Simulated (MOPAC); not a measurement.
Molecule: C3HFNS, net charge 0, doublet state. SMILES: Fc1[c]scn1

Atoms: F1, C2, C3, S4, C5, N6, H7. Bonds: F1-C2, C2-C3, C2-N6, C3-S4, S4-C5, C5-N6, C5-H7.

Bond lengths (Å) and angles (degrees) optimised at AM1 with MOPAC; PM7 with MOPAC; MNDO with MOPAC, each started from the B3LYP-D3(BJ)/def2-TZVP structure (Ansatz) of the last column. A row stands for all coordinates that are equal there; 10 of 16 kinds are shown. No wavenumbers were computed at AM1, MNDO, so these may be saddle points.

| coordinate | AM1 | PM7 | MNDO | B3LYP-D3(BJ)/def2-TZVP |
|---|---|---|---|---|
| F1-C2 | 1.339 | 1.307 | 1.302 | 1.324 |
| C2-C3 | 1.389 | 1.349 | 1.387 | 1.351 |
| C2-N6 | 1.419 | 1.409 | 1.414 | 1.356 |
| C3-S4 | 1.638 | 1.681 | 1.641 | 1.708 |
| S4-C5 | 1.740 | 1.808 | 1.706 | 1.731 |
| C5-N6 | 1.329 | 1.310 | 1.334 | 1.305 |
| C5-H7 | 1.094 | 1.082 | 1.087 | 1.080 |
| F1-C2-C3 | 127.3 | 129.7 | 130.9 | 126.6 |
| F1-C2-N6 | 121.9 | 118.4 | 119.2 | 119.0 |
| C3-C2-N6 | 110.8 | 111.8 | 109.9 | 114.4 |

Mean signed difference of all 7 bond lengths from B3LYP-D3(BJ)/def2-TZVP: AM1 0.013 Å, PM7 0.013 Å, MNDO 0.002 Å.
